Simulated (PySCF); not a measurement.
# Electron correlation in Cl (chlorine, neutral)

[Ne] 3s2 3p5, 2P determinant. All numbers are calculated (PySCF 2.14, scalar relativity by spin-free X2C-1e, in ANO-RCC-VTZP (5s4p2d1f, 34 functions)). Frozen: 1s2; 15 electrons correlated.

```json
{"level": "CCSD", "correlation energy (mhartree)": "-200.89"}
{"level": "(T)", "correlation energy (mhartree)": "-6.37"}
{"level": "CCSD(T)", "correlation energy (mhartree)": "-207.26"}
```

Diagnostics: T1 = 0.0050, D1 = 0.0242, largest double amplitude 0.048.

**Question.** Is a single reference adequate?

**Answer.** Yes: T1 lies below 0.03 and no double amplitude reaches 0.07.
